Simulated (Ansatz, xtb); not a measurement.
Diatomic AuCl, closed-shell singlet (the spin of the measured ground state). No spin–orbit coupling.

Constants: fifth-degree fit in 1/R to seven points, most abundant isotopes. In def2 and cc sets the state is the lowest found near the PBE0 minimum, followed along R. The singlet is held restricted. HF and MP2 rows in def2 and cc sets belong to the determinant that coupled cluster picked by its CCSD energy.

Run with Ansatz (Gaussian basis) for Hartree–Fock, density functionals and correlated methods; xtb for the GFN methods. Values without a source in brackets are computed. In def2 rows elements past Kr take small-core potentials, without spin–orbit coupling.

| level | r_e (Å) | ω_e (cm⁻¹) | B_e (cm⁻¹) | α_e (cm⁻¹) | D_e (eV) | dipole (D) |
|---|---|---|---|---|---|---|
| GFN1-xTB | 2.184 | 363 | 0.119 | 0.00071 | - | - |
| GFN2-xTB | 2.237 | 293 | 0.113 | 0.00049 | - | - |
| HF/def2-TZVPP | 2.301 | 338 | 0.107 | 0.00047 | - | - |
| HF/def2-QZVPP | 2.299 | 335 | 0.107 | 0.00049 | - | - |
| SVWN5/def2-TZVPP | 2.175 | 396 | 0.120 | 0.00056 | 3.72 | 2.95 |
| PBE/def2-TZVPP | 2.225 | 361 | 0.115 | 0.00058 | 3.03 | 3.19 |
| r2SCAN/def2-TZVPP | 2.211 | 374 | 0.116 | 0.00056 | 3.01 | 3.50 |
| B97M-V/def2-TZVPP | 2.244 | 351 | 0.113 | 0.00055 | 2.98 | 3.78 |
| B3LYP/def2-TZVPP | 2.250 | 351 | 0.112 | 0.00055 | 2.68 | 3.67 |
| PBE0/def2-TZVPP | 2.221 | 370 | 0.115 | 0.00054 | 2.85 | 3.85 |
| BHLYP/def2-TZVPP | 2.251 | 358 | 0.112 | 0.00051 | 2.50 | 4.44 |
| CAM-B3LYP/def2-TZVPP | 2.235 | 367 | 0.114 | 0.00051 | 2.72 | 4.07 |
| wB97X-V/def2-TZVPP | 2.230 | 373 | 0.114 | 0.00050 | 2.92 | 4.39 |
| wB97M-V/def2-TZVPP | 2.239 | 367 | 0.113 | 0.00050 | 2.94 | 4.33 |
| B2PLYP/def2-TZVPP | 2.229 | 368 | 0.114 | 0.00053 | - | - |
| MP2/def2-TZVPP | 2.181 | 406 | 0.119 | 0.00051 | - | - |
| MP2/def2-QZVPP | 2.166 | 411 | 0.121 | 0.00052 | - | - |
| MP2/CBS(def2-TZVPP, def2-QZVPP) | 2.157 | 416 | 0.122 | 0.00052 | - | - |
| SCS-MP2/def2-TZVPP | 2.204 | 391 | 0.117 | 0.00051 | - | - |
| SCS-MP2/def2-QZVPP | 2.191 | 395 | 0.118 | 0.00052 | - | - |
| CCSD/def2-TZVPP | 2.230 | 376 | 0.114 | 0.00051 | 2.60 | - |
| CCSD/def2-QZVPP | 2.216 | 380 | 0.116 | 0.00052 | 2.76 | - |
| CCSD(T)/def2-TZVPP | 2.225 | 376 | 0.115 | 0.00052 | 2.76 | - |
| CCSD(T)/def2-QZVPP | 2.210 | 382 | 0.116 | 0.00053 | 2.93 | - |
| CCSD(T)/CBS(def2-TZVPP, def2-QZVPP) | 2.201 | 387 | 0.117 | 0.00052 | 3.03 | - |

D_e counts from each atom's lowest state at the same level, without counterpoise or zero-point energy.

Correlated levels freeze the inner cores; with def2 sets outer-core shells near the valence are correlated too. CBS(a, b) extrapolates the correlation energy as X⁻³ and adds the Hartree–Fock energy of set b.

Measured for the ground state: ω_e 382.8 cm-1, ω_e x_e 1.3 cm-1 [Huber and Herzberg (1979), NIST Chemistry WebBook]. D_0 2.863 ± 0.14 eV (a handbook's tabulated 298 K bond energy less 3RT/2; such tables hold older values) [Luo, bond dissociation energies, CRC Handbook].

Ansatz is a first-principles code.
